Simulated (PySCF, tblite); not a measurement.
C₆H₁₀FP.
Numbering: `[CH3:1][CH2:2][P:3]1[CH:4]=[C:5]([F:6])[CH2:7][CH2:8]1` (hydrogens: H9, H10, H11 on C1; H12, H13 on C2; H14 on C4; H15, H16 on C7; H17, H18 on C8)

Structure used (GFN2-xTB), in Å, numbered top down from 1:
```xyz
18
C6H10FP angstrom
C      2.6487    0.0220    0.1417
C      1.2809    0.1501    0.7988
P      0.1360   -1.2289    0.2506
C     -0.2863   -0.5622   -1.3919
C     -1.3575    0.2149   -1.3613
F     -1.8678    0.8251   -2.4495
C     -2.0547    0.4625   -0.0629
C     -1.4776   -0.5474    0.9317
H      3.0964   -0.9409    0.3803
H      2.5632    0.0995   -0.9403
H      3.3162    0.8084    0.4902
H      0.8299    1.1179    0.5643
H      1.3819    0.0665    1.8846
H      0.2666   -0.8016   -2.2834
H     -3.1337    0.3433   -0.1843
H     -1.8758    1.4948    0.2531
H     -2.1555   -1.3970    1.0437
H     -1.3196   -0.1210    1.9229
```

Level of theory: PBE0/def2-SVPD in PySCF (dipole) on a GFN2-xTB geometry, gas phase.

Take the most abundant isotopes and a rigid rotor. The values belong to one conformer with, in the numbering `[CH3:1][CH2:2][P:3]1[CH:4]=[C:5]([F:6])[CH2:7][CH2:8]1`, C1–C2–P3–C4 -78°, C2–P3–C4–C5 -90°, C4–C5–C7–C8 -12°, C5–C7–C8–P3 17°, C2–P3–C8–C7 83°.

Give the principal moments of inertia and the rotational constants in GHz.

Ia = 184.14, Ib = 424.73, Ic = 508.29 u·Å²; 505379 MHz·u·Å²/I gives 2745, 1190 and 994.3 MHz, that is A = 2.7446, B = 1.1899, C = 0.9943 GHz.

Classify the top.

An asymmetric top. Ray's parameter κ = (2B − A − C)/(A − C) = -0.776; −1 is the prolate and +1 the oblate limit.

What does the inertial defect say?

Not planar: Δ = Ic − Ia − Ib = -100.58 u·Å². For a rigid frame Δ = −2 Σ m c², so Σ m c² = 50.29 u·Å² lies off the ab plane: 11.97 from hydrogen and 38.32 from heavier atoms. The atom farthest from that plane is 1.78 Å away.

Where do the levels up to J = 5 lie, in K?

Above 0(0,0), as E/k:
J = 1: 1(0,1) 0.105, 1(1,1) 0.179, 1(1,0) 0.189
J = 2: 2(0,2) 0.314, 2(1,2) 0.380, 2(1,1) 0.408, 2(2,1) 0.632, 2(2,0) 0.633
J = 3: 3(0,3) 0.625, 3(1,3) 0.680, 3(1,2) 0.736, 3(2,2) 0.946, 3(2,1) 0.950, 3(3,1) 1.343, 3(3,0) 1.343
J = 4: 4(0,4) 1.036, 4(1,4) 1.079, 4(1,3) 1.172, 4(2,3) 1.365, 4(2,2) 1.377, 4(3,2) 1.764, 4(3,1) 1.764, 4(4,1) 2.318, 4(4,0) 2.318
J = 5: 5(0,5) 1.545, 5(1,5) 1.576, 5(1,4) 1.716, 5(2,4) 1.887, 5(2,3) 1.914, 5(3,3) 2.291, 5(3,2) 2.292, 5(4,2) 2.844, 5(4,1) 2.844, 5(5,1) 3.556, 5(5,0) 3.556

Which types of transition are allowed, and where do some lines up to J = 2 fall?

The dipole components are |μa| = 0.51 D, |μb| = 0.89 D, |μc| = 1.37 D. Intensities carry the squares of the components, which stand as 0.14 : 0.43 : 1.00 (a : b : c). Some lines, for components of 0.1 D or more:

```tsv
type	branch	J(Ka,Kc)	MHz	lower level (cm⁻¹)
a	Q	2(1,1) ← 2(1,2)	587	0.264
c	Q	2(1,2) ← 2(0,2)	1376	0.218
c	Q	1(1,1) ← 1(0,1)	1555	0.073
b	Q	1(1,0) ← 1(0,1)	1750	0.073
b	Q	2(1,1) ← 2(0,2)	1963	0.218
a	R	1(0,1) ← 0(0,0)	2184	0.000
b	R	2(0,2) ← 1(1,1)	2796	0.125
b	R	1(1,1) ← 0(0,0)	3739	0.000
c	R	1(1,0) ← 0(0,0)	3934	0.000
a	R	2(1,2) ← 1(1,1)	4173	0.125
a	R	2(0,2) ← 1(0,1)	4351	0.073
a	R	2(1,1) ← 1(1,0)	4564	0.131
c	Q	2(2,1) ← 2(1,1)	4664	0.283
b	Q	2(2,0) ← 2(1,1)	4681	0.283
b	Q	2(2,1) ← 2(1,2)	5251	0.264
b	R	2(1,2) ← 1(0,1)	5727	0.073
c	R	2(1,1) ← 1(0,1)	6314	0.073
b	R	2(2,1) ← 1(1,0)	9228	0.131
c	R	2(2,0) ← 1(1,0)	9245	0.131
c	R	2(2,1) ← 1(1,1)	9424	0.125
b	R	2(2,0) ← 1(1,1)	9441	0.125
```

Estimate the classical rotational partition function at 100 K, 298.15 K and 500 K.

Point group C1, symmetry number σ = 1; q = (√π/σ)·√((kT/h)³/(ABC)), k/h = 20836.6 MHz/K: 93600 at 100 K, 482000 at 298.15 K, 1050000 at 500 K.

Its GFN2-xTB frequencies are all real (lowest 62 cm⁻¹). These are rigid-rotor constants of the computed structure; measured ground-state constants (B0) also hold zero-point vibration. A rigid rotor knows nothing of internal rotation, which can split or shift real lines.

Hardware: one thread, Arm Neoverse V2, no GPU, on a shared host. Cost: 52 s of wall time. This is the PBE0/def2-SVPD job that gave the dipole, with the excitations it also computed.
